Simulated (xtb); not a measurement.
C4H8NO, doublet, at a GFN2-xTB geometry; GFN2-xTB run with xtb 6.7.1.

The xtb input:
```
$ xtb mol.xyz --gfn 2 --chrg 0 --uhf 1 --json

# file mol.xyz
14

C      1.65976568    -0.94200713    -0.15316346
C      0.79434405     0.14846511     0.13409617
O      1.20802231     1.20512703     0.61524242
N     -0.55375410    -0.02185898    -0.12037189
C     -1.46771921     1.00555948     0.30337301
C     -1.12854011    -1.21496915    -0.68598781
H      1.31825804    -1.92677478    -0.40461224
H      2.71033890    -0.79143733     0.01272719
H     -2.06699405     1.35635046    -0.54033177
H     -2.13777724     0.63240220     1.08330828
H     -0.87815217     1.83123658     0.69893060
H     -0.57182946    -1.53955070    -1.56552403
H     -1.15861846    -2.03536458     0.03950843
H     -2.15022780    -0.99715512    -0.99325006
```

Output, abridged:

```
   ID    Z sym.   atoms
    1    6 C      1, 2, 5, 6
    2    8 O      3
    3    7 N      4
    4    1 H      7-14

           -------------------------------------------------
          |                Calculation Setup                |
           -------------------------------------------------

           -------------------------------------------------
          |                 G F N 2 - x T B                 |
           -------------------------------------------------

          ...................................................
          :                      SETUP                      :
          :.................................................:
          :  # basis functions                  32          :
          :  # atomic orbitals                  32          :
          :  # shells                           20          :
          :  # electrons                        35          :
          :  max. iterations                   250          :
          :  Hamiltonian                  GFN2-xTB          :
          :  restarted?                      false          :
          :  GBSA solvation                  false          :
          :  PC potential                    false          :
          :  electronic temp.          300.0000000     K    :
          :  accuracy                    1.0000000          :
          :  -> integral cutoff          0.2500000E+02      :
          :  -> integral neglect         0.1000000E-07      :
          :  -> SCF convergence          0.1000000E-05 Eh   :
          :  -> wf. convergence          0.1000000E-03 e    :
          :  Broyden damping             0.4000000          :
          :  net charge                          0          :
          :  unpaired electrons                  1          :
          ...................................................

 iter      E             dE          RMSdq      gap      omega  full diag
   1    -19.6752566 -0.196753E+02  0.409E+00    5.14       0.0  T
   2    -19.7587954 -0.835387E-01  0.334E+00    4.77       1.0  T
   3    -19.7978179 -0.390225E-01  0.203E+00    5.24       1.0  T
   4    -19.6918212  0.105997E+00  0.265E+00    5.19       1.0  T
   5    -19.7991150 -0.107294E+00  0.645E-01    5.10       1.0  T
   6    -19.8015600 -0.244498E-02  0.270E-01    5.25       1.0  T
   7    -19.8015945 -0.345004E-04  0.238E-01    5.24       1.0  T
   8    -19.8020964 -0.501947E-03  0.104E-01    5.27       1.0  T
   9    -19.8021455 -0.491201E-04  0.782E-02    5.28       1.0  T
  10    -19.8021970 -0.514653E-04  0.367E-02    5.29       1.0  T
  11    -19.8022116 -0.145822E-04  0.424E-03    5.30       6.3  T
  12    -19.8022117 -0.151655E-06  0.899E-04    5.30      29.7  T
  13    -19.8022117 -0.505813E-08  0.465E-04    5.30      57.5  T

   *** convergence criteria satisfied after 13 iterations ***

         :::::::::::::::::::::::::::::::::::::::::::::::::::::
         ::                     SUMMARY                     ::
         :::::::::::::::::::::::::::::::::::::::::::::::::::::
         :: total energy             -19.562733047553 Eh    ::
         :: gradient norm              0.000091666836 Eh/a0 ::
         :: HOMO-LUMO gap              5.297762864844 eV    ::
         ::.................................................::
         :: SCC energy               -19.802197669504 Eh    ::
         :: -> isotropic ES            0.041005654976 Eh    ::
         :: -> anisotropic ES          0.002880486883 Eh    ::
         :: -> anisotropic XC          0.008384267191 Eh    ::
         :: -> dispersion             -0.007952245324 Eh    ::
         :: repulsion energy           0.239464621950 Eh    ::
         :: add. restraining           0.000000000000 Eh    ::
         :: total charge               0.000000000001 e     ::
         :::::::::::::::::::::::::::::::::::::::::::::::::::::

           -------------------------------------------------
          |                Property Printout                |
           -------------------------------------------------

    * Orbital Energies and Occupations

         #    Occupation            Energy/Eh            Energy/eV
      -------------------------------------------------------------
         1        2.0000           -0.6813179             -18.5396
       ...           ...                  ...                  ...
         6        2.0000           -0.5659515             -15.4003
         7        2.0000           -0.5496897             -14.9578
         8        2.0000           -0.5425089             -14.7624
         9        2.0000           -0.5383238             -14.6485
        10        2.0000           -0.4996881             -13.5972
        11        2.0000           -0.4940823             -13.4447
        12        2.0000           -0.4909357             -13.3590
        13        2.0000           -0.4845731             -13.1859
        14        2.0000           -0.4812789             -13.0963
        15        2.0000           -0.4642655             -12.6333
        16        2.0000           -0.3858959             -10.5008
        17        2.0000           -0.3846713             -10.4674
        18        1.0000           -0.3609117              -9.8209 (HOMO)
        19                         -0.1662225              -4.5231 (LUMO)
        20                         -0.0026648              -0.0725
        21                          0.0990297               2.6947
        22                          0.1135103               3.0888
        23                          0.1205032               3.2791
        24                          0.1667350               4.5371
        25                          0.1727368               4.7004
        26                          0.1866760               5.0797
        27                          0.2109838               5.7412
        28                          0.2351692               6.3993
        29                          0.2363926               6.4326
       ...                                ...                  ...
        32                          0.6115996              16.6425
      -------------------------------------------------------------
                  HL-Gap            0.1946892 Eh            5.2978 eV
             Fermi-level           -0.3181215 Eh           -8.6565 eV

     #   Z          covCN         q      C6AA      α(0)
     1   6 C        2.841    -0.105    30.644     9.072
     2   6 C        2.761     0.259    22.646     7.793
     3   8 O        0.860    -0.461    22.943     6.422
     4   7 N        2.734    -0.087    22.939     7.113
     5   6 C        3.701    -0.049    21.622     6.650
     6   6 C        3.693    -0.050    21.656     6.658
     7   1 H        0.926     0.057     2.232     2.336
     8   1 H        0.926     0.079     1.992     2.207
     9   1 H        0.924     0.049     2.338     2.391
    10   1 H        0.924     0.048     2.341     2.393
    11   1 H        0.925     0.094     1.840     2.121
    12   1 H        0.924     0.056     2.242     2.341
    13   1 H        0.924     0.050     2.325     2.385
    14   1 H        0.925     0.061     2.183     2.311

 Mol. C6AA /au·bohr⁶  :       1672.848387
 Mol. C8AA /au·bohr⁸  :      36129.034836
 Mol. α(0) /au        :         62.193387

Wiberg/Mayer (AO) data.
largest (>0.10) Wiberg bond orders for each atom

 ---------------------------------------------------------------------------
     #   Z sym  total        # sym  WBO       # sym  WBO       # sym  WBO
 ---------------------------------------------------------------------------
     1   6 C    3.462 --     2 C    1.226     8 H    0.979     7 H    0.978
                             3 O    0.133
     2   6 C    3.963 --     3 O    1.551     1 C    1.226     4 N    1.142
     3   8 O    1.965 --     2 C    1.551     4 N    0.211     1 C    0.133
     4   7 N    3.495 --     2 C    1.142     6 C    1.011     5 C    1.011
                             3 O    0.211
     5   6 C    3.967 --     4 N    1.011     9 H    0.971    11 H    0.969
                            10 H    0.969
     6   6 C    3.976 --     4 N    1.011    14 H    0.979    12 H    0.976
                            13 H    0.970
     7   1 H    0.997 --     1 C    0.978
     8   1 H    0.994 --     1 C    0.979
     9   1 H    0.998 --     5 C    0.971
    10   1 H    0.998 --     5 C    0.969
    11   1 H    0.991 --     5 C    0.969
    12   1 H    0.997 --     6 C    0.976
    13   1 H    0.997 --     6 C    0.970
    14   1 H    0.996 --     6 C    0.979
 ---------------------------------------------------------------------------

Topologies differ in total number of bonds
Writing topology from bond orders to xtbtopo.mol

molecular dipole:
                 x           y           z       tot (Debye)
 q only:       -1.074      -1.055      -0.531
   full:       -1.166      -1.325      -0.590       4.731
molecular quadrupole (traceless):
                xx          xy          yy          xz          yz          zz
 q only:        1.383      -4.512      -0.473      -1.474      -0.292      -0.910
  q+dip:        2.128      -5.325      -1.197      -1.683      -1.256      -0.931
   full:        1.560      -5.314      -1.311      -1.813      -1.393      -0.249

           -------------------------------------------------
          | TOTAL ENERGY              -19.562733047553 Eh   |
          | GRADIENT NORM               0.000091666836 Eh/α |
          | HOMO-LUMO GAP               5.297762864844 eV   |
           -------------------------------------------------

normal termination of xtb
```
